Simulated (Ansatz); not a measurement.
Species: sum formula WO2H2, net charge 0, triplet state. The spin state was set by rule; other spins were not relaxed. 
Structure (B3LYP-D3(BJ)/def2-TZVP (Ansatz, a quantum-chemistry and plane-wave program) minimum search):
SMILES: [OH][W][OH]
```xyz
5

W     -0.0002     0.0001    -0.0002
O      1.3301     0.2506    -1.2372
H      2.0248     0.3799    -1.8799
O     -1.3286    -0.2515     1.2386
H     -2.0188    -0.3836     1.8856
```
Charge 0, spin multiplicity 3.

Quantity: vertical ionisation energy (to the quartet state of charge +1; each state is the SCF solution reached for its spin), in eV. Cores are frozen in the correlated levels unless marked. UHF or UKS for open shells. Spin-orbit coupling is left out. Frozen are the shells of the preceding noble gas and the d and f shells that filled before the atom's block. Past Kr the def2 sets carry scalar-relativistic core potentials. CBS marks a two-point X^-3 extrapolation of the correlation energy; Hartree-Fock from the larger set. [CCSD(T)-MP2]/basis is that difference in the basis named.

```csv
level,program,vertical ionisation energy (eV)
r2SCAN/def2-TZVPD,Ansatz,6.42
B3LYP/def2-TZVPD,Ansatz,7.04
wB97M-V/def2-TZVPD,Ansatz,7.05
wB97X-V/def2-TZVPD,Ansatz,7.03
MP2/def2-SVPD,Ansatz,6.48
SCS-MP2/def2-TZVPPD,Ansatz,6.84
```

Task: What does RI-MP2/CBS(def2-TZVPPD,def2-QZVPPD)+[CCSD(T)-MP2]/def2-TZVPPD (Ansatz) give?

Result: 6.85 eV
